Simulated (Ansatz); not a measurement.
The same molecule with X = Cu, Ag, Au. Ansatz, PBE0-D4/def2-TZVP geometries, multiplicity 1. Each molecule was computed in one conformer, which needn't be the lowest.

Elements past krypton have def2 core potentials. Scalar relativity is left out up to krypton.

```csv
X,molecule,mean X–N bond length / Å,mean X–O bond length / Å,HOMO energy (B3LYP/def2-TZVPP) / eV,HOMO–LUMO gap (B3LYP/def2-TZVPP) / eV,LUMO energy (PBE0/def2-TZVPP) / eV
Cu,`[NH3+][Cu-][OH]`,1.923,1.781,-5.49,4.59,-0.54
Au,`[NH3+][Au-][OH]`,2.071,1.948,-5.94,5.05,-0.53
```

**Question.** Give the row for X = Ag, `[NH3+][Ag-][OH]`. (Best estimate.)

**Answer.** The calculation gave: 
```tsv
X	molecule	mean X–N bond length / Å	mean X–O bond length / Å	HOMO energy (B3LYP/def2-TZVPP) / eV	HOMO–LUMO gap (B3LYP/def2-TZVPP) / eV	LUMO energy (PBE0/def2-TZVPP) / eV
Ag	`[NH3+][Ag-][OH]`	2.137	1.978	-5.71	4.59	-0.78
```

From Cu to Au the mean X–N bond length isn't monotonic: highest at Ag, lowest at Cu; the mean X–O bond length isn't monotonic: highest at Ag, lowest at Cu; the HOMO energy (B3LYP/def2-TZVPP) falls at each step, by 0.45 eV in all; the HOMO–LUMO gap (B3LYP/def2-TZVPP) isn't monotonic: highest at Au, lowest at Cu; the LUMO energy (PBE0/def2-TZVPP) isn't monotonic: highest at Au, lowest at Ag.

B3LYP here is the variant with VWN-RPA as its local correlation; programs differ in this.
